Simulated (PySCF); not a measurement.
MOOH across group 13

Level: PBE0, basis family def2-TZVP, scalar-relativistic core potentials from Rb on and no relativity for lighter atoms.

Each entry is the lowest minimum that a search over a few typed start shapes (and spin states, where more than one is plausible) found, or that minimum re-optimised at the stated level; isomers with ligand–ligand bonds, or fragments after loss of a ligand pair, can lie lower. Open shells are unrestricted; no spin–orbit coupling; PySCF with density fitting.

```csv
molecule,2S+1,point group,mean bond to the central atom (Å),atomisation (kJ/mol),lowest ω (cm⁻¹),polar-tensor charge of the central atom,gap (eV)
BO(OH),1,Cs,1.266,1857,460,1.04,8.91
AlO(OH),1,Cs,1.631,1378,207,1.22,5.22
InO(OH),1,Cs,1.882,1056,153,1.08,5.10
TlO(OH),1,Cs,1.925,953,168,1.03,5.43
```

Spin–orbit coupling can matter for TlO(OH).

Left out of the table are members whose search was unfinished or whose lowest solution was spin-contaminated, unstable, very soft or bonded differently.
